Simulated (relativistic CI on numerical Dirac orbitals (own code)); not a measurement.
**Crystal-field levels of W³⁺, 5d3**

Calculated by Dirac-Coulomb-Breit CI, KLI orbitals optimised for each configuration, QED by a radiative potential, valence Slater integrals scaled by 0.65, one configuration in a parametric crystal field (own radial code).

Field parameters in Wybourne normalisation: D4h B²₀ = −7Ds, B⁴₀ = 21(Dq − Dt), B⁴₄ = 21√(5/14) Dq; Oh B⁴₀ = 21Dq, B⁴₄ = √(5/14) B⁴₀. The field is a parameter set, without covalency.

S and J are read from ⟨S²⟩ = S(S + 1) and ⟨J²⟩ = J(J + 1) of each level; they are not fictitious spins.

Oh, 10Dq = 20150 cm⁻¹, the lowest 16 levels:

```tsv
E (cm⁻¹)	Degeneracy	Irrep	S	J
0.0	4	Γ8	1.47	3.15
9052	4	Γ8	0.62	3.83
10030	4	Γ8	0.54	3.82
10823	2	Γ6	0.54	3.50
16431	2	Γ7	0.71	3.60
17123	4	Γ8	0.74	3.73
20188	2	Γ7	1.42	3.18
20847	4	Γ8	1.39	3.14
21204	4	Γ8	1.41	3.30
21717	2	Γ6	1.46	3.51
25348	2	Γ6	1.31	2.90
26634	4	Γ8	1.37	2.89
26993	2	Γ7	1.37	3.12
27525	4	Γ8	1.46	3.31
29197	2	Γ6	0.69	4.40
30098	4	Γ8	0.68	4.04
```

Oh, 10Dq = 38850 cm⁻¹, the lowest 16 levels:

```csv
E (cm⁻¹),Degeneracy,Irrep,S,J
0.0,4,Γ8,1.47,3.32
9587,4,Γ8,0.53,3.99
10378,4,Γ8,0.51,3.76
10913,2,Γ6,0.51,3.56
17387,2,Γ7,0.52,3.72
18196,4,Γ8,0.54,3.59
38334,2,Γ7,1.49,3.10
38846,4,Γ8,1.48,3.24
39463,4,Γ8,1.47,3.26
39976,2,Γ6,1.48,3.57
43821,2,Γ6,1.35,2.64
44959,4,Γ8,1.42,2.68
45570,2,Γ7,1.42,2.86
45977,4,Γ8,1.47,3.07
47629,2,Γ6,0.65,4.44
48634,4,Γ8,0.62,4.09
```

D4h, 10Dq = 39750, Ds = 1260, Dt = 310 cm⁻¹, the lowest 16 levels:

```
E (cm⁻¹)  Degeneracy  Irrep     S     J
     0.0           2     Γ7  1.47  3.31
    33.9           2     Γ6  1.48  3.32
    8615           2     Γ7  0.54  3.92
    9657           2     Γ6  0.53  3.80
   10307           2     Γ7  0.51  3.76
   10487           2     Γ6  0.51  3.79
   10883           2     Γ6  0.51  3.80
   17388           2     Γ7  0.53  3.69
   18080           2     Γ6  0.54  3.52
   19264           2     Γ7  0.53  3.70
   35599           2     Γ7  1.48  2.96
   36121           2     Γ7  1.47  3.12
   36484           2     Γ6  1.47  2.88
   37762           2     Γ6  1.47  3.63
   39805           2     Γ7  1.47  2.95
   40006           2     Γ7  1.46  3.05
```

Principal g values of the ground doublet: 1.69, 3.51, 3.51.

The free-ion ground term has S = 3/2. Every field shown keeps that spin.

Levels of this model without a field, named by their leading LS term (the scale mimics covalency, so terms lie below those of the real free ion): 4F_3/2 0, 4F_5/2 3139, 4F_7/2 5945, 4F_9/2 8044, 4P_3/2 9175, 4P_1/2 10376, 2G_7/2 13180, 2H_9/2 13608 cm⁻¹.
